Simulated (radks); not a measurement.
The fluorine anion F-, [Ne], held by a Watson sphere: a shell of charge +1 at radius R that stands for the Madelung well of a crystal (potential energy -1/R inside, -1/r outside, in hartree with lengths in bohr). Method: scalar-relativistic Kohn-Sham, LDA (Slater exchange, Perdew-Wang correlation), spin-polarised, spherical densities, finite nucleus; Fermi nuclear charge, rms radius of each element as measured or else 0.836 A^(1/3) + 0.57 fm; computed with a radial shooting solver on a logarithmic mesh with Libxc functionals. Response by self-consistent Sternheimer equations with the Hartree and adiabatic LDA kernel, the relativistic mass of each level held fixed and spin-orbit coupling left out. The sphere does not respond.

| R (bohr) | e(1s) (eV) | e(2s) (eV) | e(2p) (eV) | <r> 2p (bohr) | sum of <r^2> (bohr^2) | X-ray form factor at sin(theta)/lambda = 0.3 1/angstrom | alpha (bohr^3) |
|---|---|---|---|---|---|---|---|
| 1.72 | -654.68 | -28.270 | -10.129 | 1.195 | 14.34 | 5.140 | 6.650 |
| 1.78 | -654.61 | -28.048 | -9.939 | 1.201 | 14.49 | 5.129 | 6.888 |
| 1.86 | -654.51 | -27.761 | -9.690 | 1.208 | 14.67 | 5.115 | 7.213 |
| 2.38 | -653.64 | -26.149 | -8.223 | 1.246 | 15.72 | 5.064 | 9.476 |
| 3.05 | -652.47 | -24.594 | -6.721 | 1.278 | 16.71 | 5.045 | 12.59 |
| 3.08 | -652.42 | -24.535 | -6.662 | 1.279 | 16.74 | 5.045 | 12.73 |
| 3.5 | -651.77 | -23.786 | -5.919 | 1.292 | 17.20 | 5.042 | 14.69 |
| 3.6 | -651.62 | -23.626 | -5.760 | 1.294 | 17.29 | 5.041 | 15.15 |
